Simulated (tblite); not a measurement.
C3H14Si4.
Atom-mapped SMILES: `[CH2:1]=[CH:2][CH2:3][SiH2:4][SiH:5]([SiH3:6])[SiH3:7]` (hydrogens: H8, H9 on C1; H10 on C2; H11, H12 on C3; H13, H14 on Si4; H15 on Si5; H16, H17, H18 on Si6; H19, H20, H21 on Si7)

A start from a force field or distance geometry was refined with GFN2-xTB geometry optimisation, gas phase in tblite. Values at the start:

```tsv
coordinate	start
C1=C2	1.342 Å
C1–H8	1.092 Å
C1–H9	1.083 Å
C2–C3	1.490 Å
C2–H10	1.099 Å
C3–Si4	1.864 Å
C3–H11	1.102 Å
Si4–Si5	2.284 Å
Si4–H13	1.494 Å
Si5–Si6	2.286 Å
Si5–H15	1.491 Å
Si6–H16	1.488 Å
C1–C2–C3	125.0°
C2–C3–Si4	115.7°
C3–Si4–Si5	111.5°
Si4–Si5–Si6	107.5°
Si6–Si5–Si7	106.1°
C1–C2–C3–Si4	-118°
C2–C3–Si4–Si5	180°
C3–Si4–Si5–Si6	56°
```

Question: How do these coordinates change at the GFN2-xTB level?

Answer: 
```tsv
coordinate	GFN2-xTB (Å or °)	change
C3–Si4	1.916	+0.052
Si4–Si5	2.331	+0.047
Si5–Si6	2.331	+0.045
Si4–H13	1.470	-0.024
Si6–H16	1.465	-0.023
C1=C2	1.321	-0.021
C2–H10	1.083	-0.016
C1–H8	1.078	-0.014
C3–H11	1.091	-0.011
Si5–H15	1.483	-0.008
C2–C3	1.482	-0.008
C1–H9	1.076	-0.007
Si6–Si5–Si7	113.7	+7.6
C2–C3–Si4	110.8	-4.9
C3–Si4–Si5	106.6	-4.9
Si4–Si5–Si6	111.9	+4.4
C1–C2–C3	124.8	-0.2
C1–C2–C3–Si4	-105	+13
C3–Si4–Si5–Si6	61	+5
C2–C3–Si4–Si5	178	-2
```

The energy falls by 0.293 eV over 76 L-BFGS steps, the largest force on an atom goes from 1.75 to 0.008 eV/Å, and the atoms move by 0.208 Å rms after alignment. The bond that changes most is C3–Si4 (sp3 carbon bound to silicon to SiH2 silicon), which lengthens by 0.052 Å. Bonds longer at the end by more than 0.005 Å: 4 of 20; shorter: 16. Among the dihedrals that turn most is H13–Si4–Si5–Si7, from 65° to 50°. Rotational constants go from 1506, 595.3, 515.5 to 1419, 582.3, 484.1 MHz.

Its GFN2-xTB frequencies are all real (lowest 16 cm⁻¹). One conformer, not necessarily the lowest. 3 starts were optimised and ended at 0.00, 0.87 and 2.99 kcal/mol (GFN2-xTB); the lowest of these is shown.

The numbers are calculated, not measured.
